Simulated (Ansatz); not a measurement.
Consider the formal exchange of groups at the Si–C bond: `C[SiH2]N[SiH2]O` + `CCCC(C)CC` → `O[SiH2]N[SiH3]` + `CCCCC(C)CC`.

Computed with Ansatz on PBE0-D4/def2-TZVP structures; ΔE is electronic, products minus reactants. CBS: MP2 limit from def2 TZ/QZ plus the TZ coupled-cluster correction, frozen cores. Functionals use def2-TZVPP. One conformer a species, not always the lowest.

```csv
level,ΔE (kJ/mol),difference from CCSD(T)/CBS
PBE-D4,50.6,2.7
PBE0-D4,50.0,2.1
ωB97X-V,46.8,-1.1
ωB97M-V,49.6,1.7
B2PLYP,50.4,2.5
PBE0,51.9,4.0
HF/def2-TZVPP,47.7,-0.2
CCSD/def2-TZVPP,46.1,-1.8
MP2/CBS(def2),49.1,1.2
CCSD/CBS(def2),48.1,0.2
CCSD(T)/CBS,47.9,0
```

Largest T1 diagnostic among the species: 0.011.
